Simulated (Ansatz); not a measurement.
C2H6N, SMILES `C[N+]C` (singlet; the order of the spin states depends on the level) (charge 1, multiplicity 1). This singlet lies 0.17 eV above the relaxed triplet at the level frozen-core CCSD(T)/cc-pVTZ // B3LYP-D3(BJ)/def2-TZVP (Ansatz, a quantum-chemistry and plane-wave program); other levels give the other order.

Computed with Ansatz with frozen-core CCSD(T)/cc-pVQZ // B3LYP-D3(BJ)/def2-TZVP.

Ansatz 0.2 input:
```yaml
crystal:
  periodic: [false, false, false]
  atoms:
    - { symbol: C, position_ang: [1.160453, 0.262876, 0.045947] }
    - { symbol: N, position_ang: [0.118896, -0.615269, 0.165983] }
    - { symbol: C, position_ang: [-1.174644, -0.189395, 0.040484] }
    - { symbol: H, position_ang: [0.952952, 1.313926, -0.152144] }
    - { symbol: H, position_ang: [1.867818, -0.214125, -0.674278] }
    - { symbol: H, position_ang: [1.807164, 0.077704, 0.937102] }
    - { symbol: H, position_ang: [-1.648982, -0.895063, -0.683228] }
    - { symbol: H, position_ang: [-1.373699, 0.863344, -0.157306] }
    - { symbol: H, position_ang: [-1.709958, -0.603999, 0.928254] }
basis:
  gaussian: { orbitals: cc-pVQZ }
correlation:
  method: ccsd_t
total_charge: 1
```

Output:

```
Functional definition: HF
1997 factors; integrals over basis functions are off by at most 9.3e-4 eV
mean field evaluation 1: about -3624.5468 eV, gradient 3.8e1 eV
mean field evaluation 2: about -3624.5479 eV, gradient 3.8e1 eV
mean field evaluation 4: about -3628.6784 eV, gradient 4.2e0 eV
mean field evaluation 8: about -3628.8026 eV, gradient 6.4e-1 eV
mean field evaluation 16: about -3628.6781 eV, gradient 4.2e0 eV
mean field -3628.80657411 eV, -133.3561819052 hartree, gradient 3.8e-6 eV, S^2 0.000000; 0 other end points of the search recorded, 0 dependent functions left out; unrestricted orbitals would lower it
3 core orbitals not correlated
reference -3628.80657411 eV, -133.3561819052 hartree; 9, 9 occupied and 333, 333 virtual orbitals, 1997 factors
second order -15.17077507 eV of doubles, -0.00000000 eV of singles
cycle   1  -15.52149249 eV  change   -3.5e-1 eV  update   1.1e-1
cycle   2  -15.95665282 eV  change   -4.4e-1 eV  update   3.3e-2
cycle   3  -16.08780615 eV  change   -1.3e-1 eV  update   2.5e-2
cycle   4  -16.07489034 eV  change    1.3e-2 eV  update   8.2e-3
cycle   5  -16.07192103 eV  change    3.0e-3 eV  update   3.1e-3
cycle   6  -16.07246127 eV  change   -5.4e-4 eV  update   6.4e-4
cycle   7  -16.07206109 eV  change    4.0e-4 eV  update   1.6e-4
cycle   8  -16.07207879 eV  change   -1.8e-5 eV  update   5.1e-5
cycle   9  -16.07210824 eV  change   -2.9e-5 eV  update   1.9e-5
cycle  10  -16.07209230 eV  change    1.6e-5 eV  update   8.7e-6
perturbative correction -0.70817016 eV, -0.0260247732 hartree
Total energy: -3645.58683657 eV, -133.9728451763 hartree
```
